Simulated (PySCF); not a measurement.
Molecule: `InChI=1S/C3H10GeSi/c5-4-3-1-2-3/h3H,1-2,4H2,5H3`.

Molfile (atoms numbered from 1):
```
C3H10GeSi
     RDKit          3D

 15 15  0  0  0  0  0  0  0  0999 V2000
    2.6999   -0.3527    0.0451 Si  0  0  0  0  0  4  0  0  0  0  0  0
    0.6613    0.1211   -1.0948 Ge  0  0  0  0  0  4  0  0  0  0  0  0
   -0.7088    0.6600    0.1746 C   0  0  0  0  0  0  0  0  0  0  0  0
   -1.4301   -0.3796    0.9922 C   0  0  0  0  0  0  0  0  0  0  0  0
   -2.1628    0.3611   -0.0809 C   0  0  0  0  0  0  0  0  0  0  0  0
    3.7504   -0.8452   -0.8987 H   0  0  0  0  0  0  0  0  0  0  0  0
    2.4659   -1.4010    1.0866 H   0  0  0  0  0  0  0  0  0  0  0  0
    3.2109    0.8798    0.7225 H   0  0  0  0  0  0  0  0  0  0  0  0
    0.8816    1.2227   -2.1543 H   0  0  0  0  0  0  0  0  0  0  0  0
    0.1560   -1.1486   -1.8165 H   0  0  0  0  0  0  0  0  0  0  0  0
   -0.5002    1.6058    0.6863 H   0  0  0  0  0  0  0  0  0  0  0  0
   -1.1948   -1.4352    0.8215 H   0  0  0  0  0  0  0  0  0  0  0  0
   -1.6565   -0.1427    2.0355 H   0  0  0  0  0  0  0  0  0  0  0  0
   -2.4311   -0.1825   -0.9922 H   0  0  0  0  0  0  0  0  0  0  0  0
   -2.8976    1.1140    0.2178 H   0  0  0  0  0  0  0  0  0  0  0  0
  1  2  1  0
  2  3  1  0
  3  4  1  0
  4  5  1  0
  5  3  1  0
  1  6  1  0
  1  7  1  0
  1  8  1  0
  2  9  1  0
  2 10  1  0
  3 11  1  0
  4 12  1  0
  4 13  1  0
  5 14  1  0
  5 15  1  0
M  END
```

Geometry PBE0-D3(BJ)/def2-SVP throughout; GIAO in PySCF 2.14, gas phase, one conformer, non-relativistic; equivalent atoms averaged; functional PBE0.

**Question.** How do the absolute shieldings σ depend on the basis set? (ppm; last column core-seconds on shared hosts with different chips, so compare them loosely)

**Answer.** 
```
basis set  functions    Si1     Ge2  C4/C5     C3  H9/H10  H6/H7/H8  H13/H15  H12/H14    H11  core-s
   STO-3G         52  610.8  2185.5  219.4  233.6   30.80     31.08    31.97    32.31  32.77     4.4
    6-31G         87  530.0  1805.1  193.2  201.6   28.69     29.46    31.71    32.02  32.78       8
   6-31G*        112  488.0  1679.3  188.0  196.4   27.96     28.25    31.14    31.45  31.97      10
  cc-pVDZ        137  507.0  1696.5  190.5  198.4   27.50     27.73    30.64    31.05  31.51      15
 def2-SVP        142  505.5  1634.4  188.6  198.1   27.56     27.75    30.75    31.17  31.63      13
 pcSseg-1        166  455.8  1524.1  179.0  189.1   27.57     27.64    30.55    31.04  31.51      30
def2-TZVP        238  438.7  1556.1  181.9  191.1   27.54     27.62    30.74    31.19  31.65      30
```

**Question.** Which nucleus moves most, in ppm?

**Answer.** Ge2 (germanium bonded to C, Si, 2 H): from 1524.1 ppm with pcSseg-1 to 2185.5 ppm with STO-3G. The smallest spread is 1.27 ppm, at H12/H14. Proton shifts span only some 12 ppm, so a few tenths of a ppm matter as much there as several ppm in carbon.

**Question.** Taking the largest basis, def2-TZVP (238 functions), as the yardstick, rank the others by their worst heavy-atom deviation.

**Answer.** pcSseg-1 32.0 ppm (166 functions), def2-SVP 78.3 ppm (142 functions), 6-31G* 123.2 ppm (112 functions), cc-pVDZ 140.5 ppm (137 functions), 6-31G 249.0 ppm (87 functions), STO-3G 629.5 ppm (52 functions).

Relativistic effects, spin–orbit coupling among them, are left out; they matter for Ge and for the light atoms bonded to it.

A small basis that lands close on one nucleus may do so by chance; judge by the trend and by all nuclei.
